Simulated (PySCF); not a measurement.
H4BFO2Si, SMILES OB(O)[SiH2]F, PBE0/def2-SVP optimised geometry.

```
9

O      1.23    -1.54     0.00
B      0.50    -0.40     0.00
O      1.11     0.81     0.00
Si    -1.53    -0.40     0.00
F     -1.85     1.22     0.00
H      2.18    -1.35     0.00
H      0.47     1.54     0.00
H     -2.18    -0.99    -1.21
H     -2.18    -0.99     1.21
```

Density from PBE0/def2-TZVP (PySCF 2.14.0) at that geometry.

Minimum of the electron density along straight lines between bonded atoms, close to the bond critical point (lines longer than 1.1 times the sum of covalent radii, or with two minima, are not listed):

| bond | length / Å | ρ at the minimum / e bohr⁻³ | ∇²ρ there / e bohr⁻⁵ | position (fraction from the first atom) |
|---|---|---|---|---|
| O1–B2 | 1.353 | 0.215 | 0.97 | 0.67 |
| B2–O3 | 1.360 | 0.210 | 0.97 | 0.33 |
| B2–Si4 | 2.027 | 0.116 | -0.08 | 0.62 |
| Si4–F5 | 1.651 | 0.121 | 0.79 | 0.42 |
| O1–H6 | 0.967 | 0.354 | -2.41 | 0.81 |
| O3–H7 | 0.966 | 0.354 | -2.46 | 0.81 |
| Si4–H8 | 1.494 | 0.121 | 0.14 | 0.49 |
| Si4–H9 | 1.494 | 0.121 | 0.14 | 0.49 |
